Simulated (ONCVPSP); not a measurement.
## Which change was made? (Be, ONCV)

| Item | Value |
| --- | --- |
| Element | beryllium |
| Generator | ONCVPSP 4.0.1 |
| Type | optimised norm-conserving Vanderbilt (ONCV) |
| Functional | PBE |
| Relativity | scalar-relativistic |
| Frozen core | none |
| Valence charge | 4 |
| Reference configuration | 1s2 2s2 |
| Partial waves | 1s+2s: rc 0.75 bohr, ncon 4, nbas 8, qcut 17 1/bohr, 2 projectors; p scattering state at 0.22 Ha: rc 0.70 bohr, ncon 4, nbas 9, qcut 14.1 1/bohr, local; d scattering state at 0.39 Ha: rc 0.80 bohr, ncon 5, nbas 9, qcut 12.2 1/bohr, 3 projectors, debl 2.3 Ha |
| Local potential | the p channel |
| Core correction | none |

Cutoffs, loose and tight: the cutoffs (Ha) at which the residual kinetic energy of the hardest occupied pseudo-wave falls to 1 and 0.1 mHa per electron. They do not see the model core or the augmentation charge, which bear on the density cutoff. Test errors are all-electron minus pseudo excitation energies from the reference, over the configurations 1s2 2s1; 1s2 2s0; 1s2 2s1.5; 1s1 2s2; variants that change the core or the reference have their own tests.

The base gives: outcome: generated; cutoff, loose: 100 Ha; cutoff, tight: 119 Ha; bound ghosts: none; GHOST(+) flags above zero: d; largest test error (meV): +778.

**Question.** After one change the result is: outcome: generated; cutoff, loose: 119 Ha; cutoff, tight: 142 Ha; bound ghosts: d; GHOST(+) flags above zero: none; largest test error (meV): +588. Which change was it?
A. s: qcut 24.7; p: qcut 20.5; d: qcut 17.7
B. s: qcut 20.9; p: qcut 17.3; d: qcut 15
C. s: qcut 23.2; p: qcut 19.2; d: qcut 16.6
D. s: qcut 11.1; p: qcut 9.2; d: qcut 8

**Answer.** C. The others give: s: qcut 24.7; p: qcut 20.5; d: qcut 17.7 → outcome: generated; cutoff, loose: 141 Ha; cutoff, tight: 175 Ha; bound ghosts: d; GHOST(+) flags above zero: none; largest test error (meV): +452 | s: qcut 20.9; p: qcut 17.3; d: qcut 15 → outcome: generated; cutoff, loose: 122 Ha; cutoff, tight: 146 Ha; bound ghosts: none; GHOST(+) flags above zero: d; largest test error (meV): +569 | s: qcut 11.1; p: qcut 9.2; d: qcut 8 → outcome: generated; cutoff, loose: 164 Ha; cutoff, tight: 310 Ha; bound ghosts: none; GHOST(+) flags above zero: d; largest test error (meV): +1423.
